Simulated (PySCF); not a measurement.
**Molybdenum: a sound run and one with changed settings**

Sound run: Mo²⁺ [Kr] 4d4, Mo³⁺ [Kr] 4d3. Calculation: PySCF 2.14, in x2c-SVPall (6s5p5d1f, 53 functions); scalar relativity by spin-free X2C-1e. In the sound run the correlated levels freeze [Kr]. The sound run starts from symmetry-adapted Hartree-Fock orbitals and uses a fine grid where one is needed.

Changed run: the non-relativistic Hamiltonian (point nucleus). This setting is unsound on purpose.

```tsv
species	method	sound run (hartree)	changed run (hartree)	converged
Mo²⁺	UHF	-4045.03901	-3928.80307	yes
Mo²⁺	M06-L	-4047.00183	-3930.77291	yes
Mo²⁺	BP86	-4047.58747	-3931.36371	yes
Mo²⁺	MP2	-4045.06602	-3928.82982	yes
Mo³⁺	UHF	-4044.08016	-3927.83034	yes
Mo³⁺	M06-L	-4046.01891	-3929.77491	yes
Mo³⁺	BP86	-4046.57758	-3930.33999	yes
Mo³⁺	MP2	-4044.09156	-3927.84163	yes
```

Ionisation energy of Mo²⁺:

| method | sound run (eV) | changed run (eV) |
| --- | --- | --- |
| UHF | 26.092 | 26.469 |
| M06-L | 26.747 | 27.157 |
| BP86 | 27.480 | 27.857 |
| MP2 | 26.516 | 26.890 |
| SCS-MP2 | 26.233 | 26.609 |

Most of the change in total energy is the relativistic energy itself. On top of that the contraction fixes the core shape for the Hamiltonian it was made with, so the changed run is not a good calculation with the other Hamiltonian either.

For comparison, NIST gives 27.13 ± 0.12 eV between the lowest levels.
